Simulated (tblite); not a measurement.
C₂H₁₂O₂Si₃.
Numbering: `[CH3:1][O:2][SiH2:3][O:4][CH2:5][SiH2:6][SiH3:7]` (hydrogens: H8, H9, H10 on C1; H11, H12 on Si3; H13, H14 on C5; H15, H16 on Si6; H17, H18, H19 on Si7)

The geometry is computed with GFN2-xTB (gas phase).

(1) What internal coordinates does the optimisation give?

Results:

(1) 
```json
{"bond": "C1–O2", "length (Å)": "1.395", "order": "single"}
{"bond": "O2–Si3", "length (Å)": "1.612", "order": "single"}
{"bond": "Si3–O4", "length (Å)": "1.619", "order": "single"}
{"bond": "O4–C5", "length (Å)": "1.413", "order": "single"}
{"bond": "C5–Si6", "length (Å)": "1.913", "order": "single"}
{"bond": "Si6–Si7", "length (Å)": "2.313", "order": "single"}
{"bond": "C1–H8, C1–H9, C1–H10", "length (Å)": "1.092", "order": "single"}
{"bond": "Si3–H11", "length (Å)": "1.470", "order": "single"}
{"bond": "Si3–H12", "length (Å)": "1.455", "order": "single"}
{"bond": "C5–H13, C5–H14", "length (Å)": "1.094", "order": "single"}
{"bond": "Si6–H15, Si6–H16", "length (Å)": "1.471", "order": "single"}
{"bond": "Si7–H17, Si7–H18, Si7–H19", "length (Å)": "1.468", "order": "single"}
```

Bonds in one row agree within 0.01 Å and their mean is given. Orders are formal, as drawn. A selection of angles:
```json
{"angle": "O2–C1–H8", "degrees": "107.9"}
{"angle": "O2–C1–H9", "degrees": "111.1"}
{"angle": "H8–C1–H9", "degrees": "109.3"}
{"angle": "C1–O2–Si3", "degrees": "129.4"}
{"angle": "O2–Si3–O4", "degrees": "107.2"}
{"angle": "O2–Si3–H11", "degrees": "113.0"}
{"angle": "O2–Si3–H12", "degrees": "100.1"}
{"angle": "O4–Si3–H11", "degrees": "108.8"}
{"angle": "O4–Si3–H12", "degrees": "114.1"}
{"angle": "H11–Si3–H12", "degrees": "113.4"}
{"angle": "Si3–O4–C5", "degrees": "129.2"}
{"angle": "O4–C5–Si6", "degrees": "107.3"}
{"angle": "O4–C5–H13", "degrees": "110.3"}
{"angle": "O4–C5–H14", "degrees": "107.6"}
{"angle": "Si6–C5–H13", "degrees": "112.4"}
{"angle": "H13–C5–H14", "degrees": "107.0"}
{"angle": "C5–Si6–Si7", "degrees": "109.0"}
{"angle": "C5–Si6–H15", "degrees": "106.2"}
{"angle": "Si7–Si6–H15", "degrees": "113.7"}
{"angle": "Si7–Si6–H16", "degrees": "115.4"}
{"angle": "H15–Si6–H16", "degrees": "106.1"}
{"angle": "Si6–Si7–H17", "degrees": "113.0"}
{"angle": "Si6–Si7–H19", "degrees": "111.1"}
{"angle": "H17–Si7–H18", "degrees": "106.5"}
{"angle": "H17–Si7–H19", "degrees": "106.2"}
```

Torsions: C1–O2–Si3–O4 54° (synclinal); O2–Si3–O4–C5 -179° (antiperiplanar); Si3–O4–C5–Si6 121° (anticlinal); O4–C5–Si6–Si7 -54° (synclinal). The mirror-image conformer, all signs reversed, is as good.

Si6 (SiH2 silicon) is distorted tetrahedral (angles from 105.8° to 115.4°). Of the pairs four or more bonds apart, Si3···Si7 is among the closest relative to their van der Waals radii: 4.15 Å, 99 % of the sum of Bondi's values. Si3 (oxygen-bound silicon) is distorted tetrahedral (angles from 100.1° to 114.1°). Si7 (SiH3 silicon) is distorted tetrahedral (angles from 105.9° to 113.6°). O2 (silyl ether oxygen) is bent (angle 129.4°).

Point group: C1 (no symmetry element, even within 0.4 Å). Its GFN2-xTB frequencies are all real (lowest 25 cm⁻¹). One conformer, not necessarily the lowest.
